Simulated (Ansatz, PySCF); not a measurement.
C2H6BO2, SMILES CO[B]OC (connectivity only; charge and spin as stated), charge +1, multiplicity 1.

Geometry: PBE0-D3(BJ)/def2-SVP. The multiplicity is an assumed one; no other spin state was optimised. The isomer is the one that the SMILES or the coordinates give; other isomers of the formula were not compared. Other conformers were not sampled.

Vertical ionisation energy (IE) and electron affinity (EA) in eV. Rows of orbital energies are one-electron estimates. Where ΔSCF, EOM or ADC give a negative EA the extra electron is unbound and the value depends on the basis.

```json
[
 {"level": "−ε(HOMO), −ε(LUMO), B3LYP/def2-TZVP (PySCF)", "IE": "(withheld)", "EA": "(withheld)"},
 {"level": "−ε(HOMO), −ε(LUMO), PBE/def2-TZVP (PySCF)", "IE": "13.35", "EA": "6.08"},
 {"level": "ΔSCF, CAM-B3LYP/def2-SVPD (Ansatz), final states of multiplicity 2 and 2", "IE": "17.45", "EA": "3.59"},
 {"level": "ΔSCF, PBE/def2-SVPD (Ansatz), final states of multiplicity 2 and 2", "IE": "16.49", "EA": "3.80"}
]
```

Task: Complete the blanks. (The exact figures need the calculation; the answer reports its results.)

Result: 
- −ε(HOMO), −ε(LUMO), B3LYP/def2-TZVP (PySCF), IE: 14.66
- −ε(HOMO), −ε(LUMO), B3LYP/def2-TZVP (PySCF), EA: 5.42

Task: What vertical singlet–triplet gap does ΔSCF give with CAM-B3LYP/def2-SVPD (Ansatz, a first-principles code) and with PBE/def2-SVPD (Ansatz)? (The exact figures need the calculation; the answer reports its results.)

Result: 8.37 and 7.26 eV (triplet above singlet where positive).
